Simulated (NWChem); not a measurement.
System: MoH$_{2}$O$_{4}$; SMILES [OH][Mo](=[O])([OH])=[O]

Here is an NWChem input.

```
start job
memory heap 200 mb stack 900 mb global 1100 mb
geometry units angstroms noautosym
  Mo     0.000000     0.000000    -0.082523
  O     -0.015221     1.333392     0.928531
  O      0.015221    -1.333392     0.928531
  O      1.508698     0.017225    -1.169847
  H      2.448268    -0.300000    -0.957922
  O     -1.508698    -0.017225    -1.169847
  H     -2.448268     0.300000    -0.957922
end
basis spherical
  * library def2-svp
end
ecp
  Mo library def2-ecp
end
dft
  xc pbe0
  grid fine
  iterations 150
end
driver
  maxiter 120
  tight
end
task dft optimize
dft
  grid fine
  convergence energy 1d-8 density 1d-7
end
task dft freq numerical
```

def2 effective core potentials on Mo; no spin-orbit coupling.

The level has its own optimisation; frequencies are unscaled. Brackets give each atom's bonded neighbours.

Question: Give the results of this calculation. (PBE0/def2-SVP with def2 effective core potentials on Mo.) Quantities: r Mo–O [Mo(OOOO)–O(Mo)] (Å); r Mo–O [Mo(OOOO)–O(HMo)] (Å); r H–O (Å); highest harmonic frequency (cm⁻¹); lowest (cm⁻¹); zero-point energy (kcal/mol).

Answer: 
* **r Mo–O [Mo(OOOO)–O(Mo)] (Å)**: 1.674
* **r Mo–O [Mo(OOOO)–O(HMo)] (Å)**: 1.865
* **r H–O (Å)**: 0.965
* **highest harmonic frequency (cm⁻¹)**: 3907
* **lowest (cm⁻¹)**: 190
* **zero-point energy (kcal/mol)**: 20.7
